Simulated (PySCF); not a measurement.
An unknown is described by computed data only.

Formula: C7H16OS.

| Property | Result |
| --- | --- |
| Dipole | 4.09 D [wB97X-D/def2-SVPD] |
| 13C NMR | chemical shifts (computed TMS as zero) by class: 57.1 (1 C), 43.3 (1 C), 40.1 (1 C), 33.3 (1 C), 30.7 (3 C) ppm [GIAO KT2/pcSseg-1] |
| Rotational structure | rotational constants A, B, C: 2.687, 0.629, 0.595 GHz [PBE0-D3(BJ)/def2-SVP] |
| UV, first state | lowest singlet excitation: 6.03 eV (206 nm, f = 0.009) [TDDFT wB97X-D/def2-SVPD] |
| Polarisability | 112.2 au [wB97X-D/def2-SVPD] |
| 1H NMR | chemical shifts (computed TMS as zero) by class: 2.24 (3 H), 2.24 (1 H), 2.04 (1 H), 1.82 (1 H), 1.07 (1 H), 1.01 (9 H) ppm [GIAO KT2/pcSseg-1] |
| UV, strongest line | among the 10 lowest singlet transitions: S5 at 7.08 eV (175 nm, f = 0.089) [TDDFT wB97X-D/def2-SVPD] |
| NMR, other nuclei | isotropic shieldings of nuclei other than C and H, by class: 253 (1 O), 216 (1 S) ppm [GIAO KT2/pcSseg-1] |
| Valence photoelectron | vertical ionisation energy: 8.68 eV [ΔSCF wB97X-D/def2-SVPD] |

Gas-phase values; electronic properties from PySCF, density fitting. Levels stand in brackets. One conformer (not necessarily the lowest) at the PBE0-D3(BJ)/def2-SVP geometry, without solvent, vibrations or thermal averaging. Each NMR value is the plain mean over a class of atoms that symmetry, rotation or inversion makes alike.

Question: What is the compound? Reason from the data.

Answer: Numbering: `[CH3:1][S@@:2](=[O:3])[CH2:4][CH2:5][C:6]([CH3:7])([CH3:8])[CH3:9]`. 7 carbons fall into 5 classes; from least to most shielded: sp3 carbon bound to sulfur [C4] (57.1 ppm), S-methyl carbon [C1] (43.3 ppm), chain CH2 carbon [C5] (40.1 ppm), quaternary sp3 carbon [C6] (33.3 ppm), methyl carbon [C7/C8/C9] (30.7 ppm, 3 C, up to 6.4 ppm apart in this geometry). Hydrogen classes from least to most shielded: 3 H on an S-methyl carbon, C1 (2.24 ppm), 1 H on an sp3 carbon bound to sulfur, C4 (2.24 ppm), 1 H on an sp3 carbon bound to sulfur, C4 (2.04 ppm), 1 H on a chain CH2 carbon, C5 (1.82 ppm), 1 H on a chain CH2 carbon, C5 (1.07 ppm), 9 H on 3 methyl carbons, C7/C8/C9 (1.01 ppm, a mean of values up to 0.5 ppm apart in this geometry). The other shieldings belong to: 253 ppm, sulfinyl oxygen [O3]; 216 ppm, sulfinyl sulfur [S2]. The first electron is taken from the HOMO, whose largest Löwdin shares are 0.53 on the sulfinyl oxygen, 0.30 on the sulfinyl sulfur, 0.07 on the sp3 carbon bound to sulfur and 0.06 on the S-methyl carbon. The optimised geometry has point group C1 and is an asymmetric top. Structure: `C[S@@](=O)CCC(C)(C)C`. Computed isomers that give other values at the same levels: `CCC[C@@H](C)C[S@@](C)=O` (rotational constant A: 3.104 GHz; this holds for the one conformer computed). The assignments are read from this structure; whether some other isomer fits the data as well wasn't checked. The mirror image fits equally.

The values belong to the conformer `[CH3:1][S@@:2](=[O:3])[CH2:4][CH2:5][C:6]([CH3:7])([CH3:8])[CH3:9]`: C1–S2–C4–C5 -172°, S2–C4–C5–C6 173°, C4–C5–C6–C7 180°.
